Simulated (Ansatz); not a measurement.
`P[SeH]` + `[OH][SbH2]` → `P[O][SbH2]` + H₂Se at 500 K and 1 bar (ligand exchange at a P–Se bond).

Program: Ansatz. Geometries: PBE0-D4/def2-TZVP. ΔE: electronic, gas phase. CBS: MP2 limit from def2 TZ/QZ plus the TZ coupled-cluster correction, frozen cores. Elements past krypton have def2 core potentials. For Sb, Se outer-core shells are correlated without core-valence functions, which leaves a few kJ/mol of doubt a bond. Scalar relativity is left out up to krypton. One conformer a species, not always the lowest.

```csv
species,CCSD(T)/CBS energy (Eh),H − E (kJ/mol),S (J/(mol·K))
`P[SeH]`,-2743.44381,93.6,313.2
`[OH][SbH2]`,-316.98030,96.1,310.6
`P[O][SbH2]`,-658.51611,128.8,385.6
H₂Se,-2401.89790,53.1,237.8
```

H − E and S are ideal-gas, rigid-rotor, harmonic terms from PBE0-D4/def2-TZVP, for one conformer and one mirror image of each species. 1 Eh = 2625.50 kJ/mol, R = 8.31446 J/(mol·K).

**Question.** By hand: ΔE, ΔH, ΔS and ΔG.

**Answer.** ΔE = (-658.51611) + (-2401.89790) − (-2743.44381) − (-316.98030) = 0.01010 Eh = 26.5 kJ/mol. Δ(H − E) = 128.8 + 53.1 − 93.6 − 96.1 = -7.8, so ΔH = 18.7 kJ/mol. ΔS = 385.6 + 237.8 − 313.2 − 310.6 = -0.4 J/(mol·K). ΔG = 18.7 − 500 × (-0.4)/1000 = 18.9 kJ/mol.

**Question.** By hand: the equilibrium constant, and the temperature at which ΔG would vanish if ΔH and ΔS stayed fixed.

**Answer.** log₁₀ K = −ΔG/(RT ln 10) = -2.0. ΔH and −TΔS have one sign here, so there is no such temperature. One of them is within its doubt of zero, so this could turn.

The number of gas molecules stays the same, so ΔS is small and ΔH decides. A doubt of 5 kJ/mol in ΔE shifts log₁₀ K by 0.5 here. Other conformers and mirror images would add mixing entropy, several J/(mol·K) or more a flexible species. Modes under 60 cm⁻¹, often nearly free rotors, make the harmonic entropy too high. These are equilibria of isolated gas molecules and say nothing of rates. Largest T1 diagnostic: 0.015 (customary marks: 0.02 for closed shells, 0.045 for open ones).
